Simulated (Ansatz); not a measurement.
Complex (SMILES): [H][H] (H2) with [SiH3][SiH3] (Si2H6), atoms 1 to 2 the first; geometry from B3LYP-D3(BJ)/def2-TZVP, monomers rigid:
```xyz
10

H      0.3397     0.0222     0.2902
H      0.6122     0.2666    -0.3576
Si     0.3200    -3.2284    -1.0917
Si     1.0226    -2.2141    -3.0850
H      0.1535    -4.6882    -1.2985
H      1.3218    -3.0132    -0.0199
H     -0.9775    -2.6616    -0.6511
H      1.2073    -0.7551    -2.8941
H      2.3113    -2.7989    -3.5296
H      0.0137    -2.4266    -4.1514
```

The counterpoise-corrected interaction energy at MP2 with Ansatz (a program for electronic structure), in kcal/mol, split into its Hartree-Fock and correlation parts. Cores are frozen. No added dispersion term, no relativity. Functions are those of the species that has most. These sets lack the diffuse functions that weak bonds need.

```json
[
 {"basis": "cc-pV(D+d)Z", "X": "2", "functions": "86", "Hartree-Fock": "0.39", "MP2": "0.01"},
 {"basis": "cc-pV(T+d)Z", "X": "3", "functions": "190", "Hartree-Fock": "0.41", "MP2": "-0.22"},
 {"basis": "cc-pV(Q+d)Z", "X": "4", "functions": "368", "Hartree-Fock": "0.40", "MP2": "-0.35"},
 {"basis": "cc-pV(5+d)Z", "X": "5", "functions": "640", "Hartree-Fock": "0.40", "MP2": "-0.40"}
]
```

Worked estimate of the basis-set limit from each neighbouring pair, with Hartree-Fock from the larger set and the correlation part extrapolated as X^-3.
Correlation parts: X = 2: -0.38, X = 3: -0.63, X = 4: -0.75, X = 5: -0.80.
- (2,3): (27·(-0.63) - 8·(-0.38))/19 = -0.74; with Hartree-Fock 0.41 the estimate is -0.33 kcal/mol.
- (3,4): (64·(-0.75) - 27·(-0.63))/37 = -0.84; with Hartree-Fock 0.40 the estimate is -0.44 kcal/mol.
- (4,5): (125·(-0.80) - 64·(-0.75))/61 = -0.85; with Hartree-Fock 0.40 the estimate is -0.45 kcal/mol.
The last two estimates differ by 0.01 kcal/mol; the largest set lies 0.05 from the last. Over the last step Hartree-Fock moves by 0.00 and the correlation part by -0.05.
